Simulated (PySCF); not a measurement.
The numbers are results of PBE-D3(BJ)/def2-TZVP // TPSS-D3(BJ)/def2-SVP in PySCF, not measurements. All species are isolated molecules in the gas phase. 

Reference species: [Zr(F)4] (neutral, multiplicity 1).

```
Property        Value
-------------  ------
dipole moment  0.02 D
```

Changed species: [Zr(F)3(Cl)] (Y = Cl; the reference has Y = F).

Q: Give the shifts of the dipole moment.

A: the dipole moment goes up by 0.11 D, to 0.13 D.
